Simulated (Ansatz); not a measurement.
Relaxation of Cl3F4HMo (9 atoms, charge 0, multiplicity 1), to a largest force component of 0.03 eV/Å in at most 50 steps.

The calculation used RHF/def2-SVP in Ansatz.

```xyz
9
Properties=species:S:1:pos:R:3
Mo 0.327 0.287 -0.227
F -0.131 0.604 2.686
F 2.137 -0.072 -0.548
F 0.522 2.079 -0.121
Cl -3.399 0.340 -0.757
F 0.122 -1.250 0.738
Cl -0.332 -0.120 -2.400
Cl -1.890 0.702 0.557
H -0.683 -0.121 2.687
```

Task: Where does it end, and by what steps?

Result: It converged. After 24 steps the energy has fallen by 1.008 eV; H9 moved furthest, 1.96 Å. Joined: Mo1–F2 (2.97 → 2.36 Å).

| step | energy less start (eV) | largest force component (eV/Å) | accepted |
| --- | --- | --- | --- |
| 0 | 0.0000 | 2.338 | yes |
| 1 | -0.3704 | 1.831 | yes |
| 2 | -0.4814 | 2.771 | yes |
| 3 | -0.6543 | 0.249 | yes |
| 4 | -0.7257 | 0.306 | yes |
| 5 | -0.7980 | 0.220 | yes |
| 6 | -0.8311 | 0.581 | yes |
| 7 | -0.8498 | 0.888 | yes |
| 8 | -0.8333 | 1.863 | no |
| 9 | -0.8631 | 0.572 | yes |
| 10 | -0.8794 | 0.343 | yes |
| 11 | -0.8871 | 0.635 | yes |
| 12 | -0.9018 | 0.464 | yes |
| 13 | -0.9088 | 0.970 | yes |
| 14 | -0.8587 | 2.195 | no |
| 15 | -0.9293 | 0.636 | yes |
| 16 | -0.9467 | 0.504 | yes |
| 17 | -0.9773 | 0.313 | yes |
| 18 | -0.9162 | 0.912 | no |
| 19 | -0.9898 | 0.227 | yes |
| 20 | -0.9945 | 0.700 | yes |
| 21 | -1.0036 | 0.174 | yes |
| 22 | -1.0051 | 0.179 | yes |
| 23 | -1.0074 | 0.062 | yes |
| 24 | -1.0084 | 0.028 | yes |

```xyz
9
Properties=species:S:1:pos:R:3
Mo 0.114 0.261 0.048
F 0.393 0.307 2.387
F 1.868 -0.310 0.432
F 0.285 2.053 0.258
Cl -3.818 -0.131 -0.989
F -0.822 -1.235 0.448
Cl 0.128 0.121 -2.260
Cl -2.733 1.366 -0.174
H 1.259 0.018 2.464
```

Whether the end is a true minimum wasn't checked by a vibrational analysis.

Run time: 88 s on 4 threads of Arm Neoverse V1, on a shared host, peak memory 0.57 GiB.
